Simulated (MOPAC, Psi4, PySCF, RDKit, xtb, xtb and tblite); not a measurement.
Two geometries of C₃H₈OSi, SMILES CO/C=C\[SiH3], relaxed at GFN2-xTB with one dihedral held; other torsions can differ between them too.

Structure A

```
13

C     -2.2139     0.3842     0.4677
O     -0.8178     0.3486     0.3095
C     -0.3209    -0.6801    -0.4275
C      0.9851    -0.8000    -0.6335
Si     2.1964     0.4400     0.0801
H     -2.4333     1.2596     1.0763
H     -2.5817    -0.5127     0.9786
H     -2.7237     0.4784    -0.4978
H     -1.0585    -1.3758    -0.8224
H      1.3220    -1.6356    -1.2256
H      1.9229     1.7812    -0.4414
H      2.1105     0.4566     1.5423
H      3.5450     0.0256    -0.3242
```

Structure B

```
13

C      2.0690     0.5915     0.4833
O      0.6995     0.3509     0.2469
C      0.4277    -0.8009    -0.4570
C      0.4046    -2.0116     0.0808
Si     0.7210    -2.3855     1.8971
H      2.1182     1.4933     1.0911
H      2.5389    -0.2387     1.0201
H      2.6071     0.7580    -0.4582
H      0.2012    -0.6214    -1.5080
H      0.1527    -2.8331    -0.5752
H      0.4694    -1.2143     2.7321
H      2.1194    -2.8127     2.0534
H     -0.1665    -3.4854     2.2818
```

**Question.** Which is lower in energy at the level DF-MP2 (frozen core)/cc-pVTZ // GFN2-xTB run with Psi4, and by how much?

**Answer.** A is lower, by 5.11 kcal/mol (dihedral C1–O2–C3–C4: 180° in A, 80° in B).

E(B) − E(A) in kcal/mol at the other levels, on the same two geometries: GFN2-xTB (xtb and tblite) 4.97; MMFF94 // GFN2-xTB (RDKit) 5.15; PBE0/def2-TZVP // GFN2-xTB (Psi4) 5.75; PBE0-D3(BJ)/def2-TZVP // GFN2-xTB (Psi4) 5.29; PBE/def2-TZVP // GFN2-xTB (Psi4) 6.19; PBE-D3(BJ)/def2-TZVP // GFN2-xTB (Psi4) 5.69; HF/cc-pVTZ // GFN2-xTB (Psi4) 5.01; UFF // GFN2-xTB (RDKit) 11.23; PM7, restricted, heats of formation // GFN2-xTB (MOPAC) 4.85; AM1, restricted, heats of formation // GFN2-xTB (MOPAC) 2.87; GFN1-xTB // GFN2-xTB (xtb) 5.23; restricted B3LYP/6-31G*, spherical d // GFN2-xTB (PySCF) 5.88; restricted M06-2X/6-31G*, spherical d // GFN2-xTB (PySCF) 4.62; restricted B3LYP/3-21G // GFN2-xTB (PySCF) 5.88; restricted B3LYP/LANL2DZ, with its core potentials past Ne // GFN2-xTB (PySCF) 5.29.

MMFF94 has few fitted parameters for silicon.
